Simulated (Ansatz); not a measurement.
Geometry optimisation, DFT PBE-D3(BJ), scalar-relativistic, plane waves, PAW in Ansatz 0.2.0.

input.yaml

```yaml
crystal:
  lattice:
    - [5.43058, 0.0, 0.0]
    - [2.71529, 4.70302, 0.0]
    - [0.0, 0.0, 16.43405]
  atoms:
    - { symbol: Ir, position: [0.1666667, 0.1666667, 0.0608493] }
    - { symbol: Ir, position: [0.6666667, 0.1666667, 0.0608493] }
    - { symbol: Ir, position: [0.1666667, 0.6666667, 0.0608493] }
    - { symbol: Ir, position: [0.6666667, 0.6666667, 0.0608493] }
    - { symbol: Ir, position: [-0.1666667, 0.3333333, 0.1957536] }
    - { symbol: Ir, position: [0.3333333, 0.3333333, 0.1957536] }
    - { symbol: Ir, position: [-0.1666667, 0.8333333, 0.1957536] }
    - { symbol: Ir, position: [0.3333333, 0.8333333, 0.1957536] }
    - { symbol: Ir, position: [0.0, 0.0, 0.330658] }
    - { symbol: Ir, position: [0.5, 0.0, 0.330658] }
    - { symbol: Ir, position: [0.0, 0.5, 0.330658] }
    - { symbol: Ir, position: [0.5, 0.5, 0.330658] }
    - { symbol: Cl, position: [0.5053671, -0.0134183, 0.4815642] }
basis:
  ecutwfc: 420.0
kpoints:
  mp_grid: { grid: [3, 3, 1] }
hamiltonian:
  xc: pbe
  dispersion: d3bj
scf:
  occupations: { method: fermi_dirac, width: 0.05 }
  lower_state_search: "off"
relax:
  f_tol: 0.08
  max_steps: 25
  adjacent_minimum: "off"
  constraints: [{ sites: [0, 1, 2, 3] }]
```

Command:

```bash
$ ansatz run input.yaml --threads 4 --pin off --max-ram 10240MiB --backend cpu --events-out ev --progress --plain --runs-dir out
```

Where does it end, and by what steps?

It converged. The force dipped under the threshold on the way, but the program's further checks kept it going. Limits of this set-up: coarse k mesh, thin slab, slab without dipole correction, odd electron count without spin. After 6 steps the energy has fallen by 0.256 eV; Cl13 moved furthest, 0.21 Å.

```tsv
step	energy less start (eV)	largest force component (eV/Å)	accepted
0	0.0000	1.267	yes
1	-0.2339	0.412	yes
2	-0.2527	0.094	yes
3	-0.2548	0.087	yes
4	-0.2549	0.115	yes
5	-0.2564	0.013	yes
6	-0.2564	0.012	yes
```

```xyz
13
Lattice="5.4306 0.0000 0.0000 2.7153 4.7030 0.0000 0.0000 0.0000 16.4340" Properties=species:S:1:pos:R:3
Ir 1.358 0.784 1.000
Ir 4.073 0.784 1.000
Ir 2.715 3.135 1.000
Ir 5.431 3.135 1.000
Ir 0.000 1.567 3.149
Ir 2.715 1.561 3.179
Ir 1.353 3.921 3.178
Ir 4.077 3.921 3.178
Ir 0.000 0.020 5.313
Ir 2.715 -0.001 5.384
Ir 1.342 2.339 5.312
Ir 4.089 2.339 5.312
Cl 2.711 -0.043 7.703
```

Time of the run: 18 s on 4 threads of Intel(R) Xeon(R) 6975P-C (Granite Rapids), on a shared host, peak memory 1.3 GiB.
